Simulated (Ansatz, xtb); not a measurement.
## C5H4F3N: 4 structures ranked

4 gas-phase structures of C5H4F3N, from a drawn sample of its isomers (lower ones may exist). Each was relaxed with GFN2-xTB:

A. `FC(F)(F)c1cc[nH]c1`, a singlet
B. `C/C(=C\C#N)C(F)(F)F`, a singlet
C. `FC(F)(F)C1=CN=CC1`, a singlet
D. `FC(F)(F)C1=NCC=C1`, a singlet

Make a reasoned guess at their ranking by r2SCAN-D4/def2-SVP single-point energy.

Calculated order at r2SCAN-D4/def2-SVP: A (0.0), C (21.6), D (21.9), B (22.2) kcal/mol. Less than 1 kcal/mol parts C and D; D and B, so the order within those pairs means little.

Energies above the lowest of each column, in kcal/mol; the last columns are at B3LYP-D3(BJ)/def2-SVP geometries and were run for some of them only (a dash: not run or not comparable):

| structure | GFN2-xTB | HF/STO-3G | r2SCAN-D4/def2-SVP | B3LYP-D3(BJ)/def2-SVP | CCSD(T)/def2-SVP + ΔMP2/def2-TZVPP |
| --- | --- | --- | --- | --- | --- |
| A | 0.0 | 0.0 | 0.0 | 0.0 | 0.0 |
| C | 21.5 | 12.8 | 21.6 | 20.9 | 17.2 |
| D | 22.8 | 12.1 | 21.9 | 21.4 | 17.2 |
| B | 38.6 | 11.0 | 22.2 | – | – |

Every level run on A puts it lowest or level with the lowest. Frequencies (GFN2-xTB) were run for A, C, D alone. ΔMP2 is the change of the MP2 energy from the smaller to the larger basis.

Over these structures GFN2-xTB departs from r2SCAN-D4/def2-SVP by 6.1 kcal/mol on average once a common shift is removed. A GFN2-xTB relaxation took about 0.063 s and the r2SCAN-D4/def2-SVP energy about 2 s on a shared host (Ansatz 0.2.0, xtb 6.7.1).
